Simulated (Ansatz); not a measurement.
One change: `[NH2][Y]([NH2])[NH2]` becomes `[NH2][Y]([NH2])[Cl]`.

Ansatz, PBE0-D4/def2-TZVP geometries, multiplicity 1. Each molecule was computed in one conformer, which needn't be the lowest.

Elements past krypton have def2 core potentials.

```
                                                                                  property  `[NH2][Y]([NH2])[NH2]`
                                                   HOMO–LUMO gap (ωB97M-V/def2-TZVPP) / eV                    8.78
                                                     LUMO energy (ωB97M-V/def2-TZVPP) / eV                    0.09
ideal-gas entropy at 298 K and 1 bar (rigid rotor, harmonic PBE0-D4/def2-TZVP) / J/(mol·K)                     356
                                                       HOMO energy (B3LYP/def2-TZVPP) / eV                   -6.10
                                                     HOMO–LUMO gap (B3LYP/def2-TZVPP) / eV                    4.64
                                                     HOMO energy (ωB97M-V/def2-TZVPP) / eV                   -8.69
```

(1) Give the same properties after the change, and the shifts. (An estimate is asked.)

## Answers

(1) Ansatz gave: 
```
                                                                                  property  `[NH2][Y]([NH2])[Cl]`  shift
                                                   HOMO–LUMO gap (ωB97M-V/def2-TZVPP) / eV                   9.04   0.26
                                                     LUMO energy (ωB97M-V/def2-TZVPP) / eV                  -0.33  -0.42
ideal-gas entropy at 298 K and 1 bar (rigid rotor, harmonic PBE0-D4/def2-TZVP) / J/(mol·K)                    363      7
                                                       HOMO energy (B3LYP/def2-TZVPP) / eV                  -6.78  -0.68
                                                     HOMO–LUMO gap (B3LYP/def2-TZVPP) / eV                   4.80   0.16
                                                     HOMO energy (ωB97M-V/def2-TZVPP) / eV                  -9.37  -0.68
```

With PBE0 the HOMO falls by 0.69 eV and the LUMO falls by 0.51 eV, so the gap widens by about 0.18 eV. PBE moves the HOMO by -0.68 eV and ωB97M-V by -0.68 eV. The zero-point energy changes by -59.8 kJ/mol with -6 modes. Modes under 60 cm⁻¹, often nearly free rotors, make the harmonic entropy too high.

B3LYP here is the variant with VWN-RPA as its local correlation; programs differ in this.
